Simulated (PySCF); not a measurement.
Peak assignment

Geometry:
| atom | x (Å) | y (Å) | z (Å) |
| --- | --- | --- | --- |
| C1 | 1.860 | 0.823 | 1.653 |
| C2 | 1.917 | 0.080 | 0.557 |
| C3 | 2.911 | 0.381 | -0.512 |
| Cl4 | 2.064 | 0.582 | -2.077 |
| Si5 | 0.698 | -1.326 | 0.199 |
| Si6 | -1.242 | -0.437 | -0.751 |
| Si7 | -3.130 | -1.625 | -0.083 |
| Si8 | -1.423 | 1.859 | -0.391 |
| H9 | 2.524 | 1.657 | 1.830 |
| H10 | 1.153 | 0.609 | 2.436 |
| H11 | 3.469 | 1.300 | -0.328 |
| H12 | 3.602 | -0.452 | -0.651 |
| H13 | 1.449 | -2.309 | -0.593 |
| H14 | 0.457 | -1.968 | 1.500 |
| H15 | -1.129 | -0.648 | -2.213 |
| H16 | -3.338 | -1.514 | 1.363 |
| H17 | -3.048 | -3.057 | -0.376 |
| H18 | -4.366 | -1.152 | -0.710 |
| H19 | -2.500 | 2.472 | -1.173 |
| H20 | -1.730 | 2.131 | 1.018 |
| H21 | -0.207 | 2.612 | -0.697 |

[PySCF 2.14: GFN2-xTB structure; NMR shieldings at PBE0/pcSseg-1/GIAO; a single conformation; non-relativistic Hamiltonian; isolated molecule; averaged over atoms made equivalent by symmetry, fast rotation or ring inversion]

Chemical shifts δ = σref − σ; TMS for 13C (σ = 186.93 ppm), 1H (σ = 31.72 ppm), all at this level.

Problem. Assign these signals to the numbered atoms. 13C{1H} NMR (computed): δ 153.4, 135.2, 59.5.

Solution. 
153.4 → C2, fully substituted alkene carbon: as expected for a trigonal carbon in a double bond
135.2 → C1, terminal =CH2 carbon: as expected for a trigonal carbon in a double bond
59.5 → C3, allylic sp3 CH2 bonded to Cl: deshielded by the electronegative neighbour

Problem. Assign these signals to the numbered atoms. 1H NMR (500 MHz, computed): δ 6.18 (br s, 1H), 5.63 (br s, 1H), 4.37 (s, 2H), 4.32 (d, 2H), 3.55 (m, 6H), 3.52 (m, 1H).

Solution. 
6.18 → H9, hydrogen on a terminal =CH2 carbon: attached to an sp2 carbon and in the plane of the double bond
5.63 → H10, hydrogen on a terminal =CH2 carbon
4.37 → H11/H12, hydrogen on an allylic sp3 CH2 bonded to Cl: its carbon carries Cl, which withdraws density
4.32 → H13/H14, hydrogen on a silicon bonded to C, Si
3.55 → H16/H17/H18/H19/H20/H21, hydrogen on a silicon bonded to Si
3.52 → H15, hydrogen on a silicon bonded to 3 Si

H11/H12 and H13/H14; H16/H17/H18/H19/H20/H21 and H15 lie closer than the usual error of such a calculation, so a measured spectrum could show them in the other order.

Carbons that carry Cl, above all several Cl atoms, come out too deshielded, partly because spin–orbit coupling is missing. Shifts are as computed. Against solution values, carbons near 30 ppm lie about +3 ppm off and those near 130 ppm about +5 ppm; carbons on Cl a further +6 ppm. Of 1211 compounds with measured shifts, 218 miss one by over three times the rms of a fit or turn the order of signals round; such compounds aren't used in these exercises. No couplings were computed; multiplicities are counted from neighbouring protons, with m where these are inequivalent, close in shift, in a saturated or five-membered ring or joined by F or P, and br s for small geminal =CH2 splittings.
